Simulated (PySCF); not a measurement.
Electron affinity of Co by level of theory

Co⁻ [Ar] 3d8 4s2 (3F) → Co [Ar] 3d7 4s2 (4F), as a difference of total energies. All numbers are calculated (PySCF 2.14, no relativity, point nucleus, in aug-cc-pwCVQZ (11s10p8d5f4g3h, 185 functions)). Correlated levels: valence: [Ar] frozen; valence and next inner shell: [Ne] frozen; nothing frozen. The calculations carry no spin-orbit coupling.

```
                                method  electron affinity (eV)
                                   UHF                  -1.749
                                   LDA                   1.976
                                   PBE                   1.649
                                  PBE0                   0.920
                                r2SCAN                   1.278
                         MP2 (valence)                   0.802
                     SCS-MP2 (valence)                   0.693
    MP2 (valence and next inner shell)                   1.347
SCS-MP2 (valence and next inner shell)                   1.072
                   MP2 (all electrons)                   1.361
               SCS-MP2 (all electrons)                   1.077
```

A first-order spin-orbit estimate (lowest level to lowest level, LS coupling) adds -0.010 eV.

These non-relativistic numbers lack the scalar-relativistic shift.

A negative affinity means that the anion lies above the atom at that level of theory.

In the anion the highest occupied orbital energy is positive at LDA, PBE, PBE0, r2SCAN, a self-interaction effect; the basis confines that electron, and the energy difference can still be sensible.

For comparison: 0.662 eV (measured; photodetachment measurements, as compiled on the Wikipedia data page of electron affinities).
